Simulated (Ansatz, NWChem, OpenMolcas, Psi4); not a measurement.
## A small benchmark: dipole moment

7 molecules holding an element past argon; the dipole moment in D, computed less measured. Shapes, held fixed at every level: PBE0-D4/def2-TZVP. No vibrational averaging. Dipoles are compared by magnitude; molecules under 1 D, whose direction can flip, are left out. Programs: Ansatz 0.2.0, NWChem 7.3.0, OpenMolcas 26.06, Psi4 1.11. A level may come from different programs for different species; with the same settings they agree closely. Measured values: NIST CCCBDB.

Levels: A = HF/3-21G; B = HF/def2-SVP; C = PBE-D4/def2-TZVPP; D = r2SCAN-D4/def2-TZVPP; E = wB97M-V/def2-TZVPP.

| molecule | measured | A | B | C | D | E |
| --- | --- | --- | --- | --- | --- | --- |
| BrF (SMILES FBr) | 1.42 | +0.48 | +0.57 | -0.18 | -0.17 | +0.02 |
| CuF (SMILES [F][Cu]) | 5.77 | -1.33 | +0.68 | -1.19 | -0.87 | -0.38 |
| AsF3 (arsenic trifluoride) | 2.59 | +0.77 | +0.40 | -0.32 | -0.28 | -0.06 |
| CH2Br2 (dibromomethane) | 1.43 | +0.27 | +0.25 | 0.00 | +0.10 | +0.07 |
| CH3Br (bromomethane) | 1.81 | +0.18 | +0.27 | +0.02 | +0.14 | +0.08 |
| C2H3Br (vinyl bromide) | 1.42 | +0.20 | +0.23 | -0.09 | +0.03 | +0.05 |
| C2H5Br (bromoethane) | 2.03 | +0.20 | +0.26 | +0.04 | +0.18 | +0.10 |

(1) Which level does best on this set, which worst, and which err to one side?

Answers

(1) 
```csv
level,kind,mean error,mean absolute error,worst case
HF/3-21G,Hartree–Fock,+0.110,0.490,CuF
HF/def2-SVP,Hartree–Fock,+0.380,0.380,CuF
PBE-D4/def2-TZVPP,GGA,-0.246,0.263,CuF
r2SCAN-D4/def2-TZVPP,meta-GGA,-0.124,0.253,CuF
wB97M-V/def2-TZVPP,range-separated hybrid,-0.017,0.109,CuF
```

On this set wB97M-V/def2-TZVPP has the smallest mean absolute error and HF/3-21G the largest. HF/3-21G is too high in 6 of 7; HF/def2-SVP is too high in 7 of 7; PBE-D4/def2-TZVPP is too low in 4 of 7. The levels differ in basis as well as in method. Relativity is left out for As, Br, Cu. The set is small.
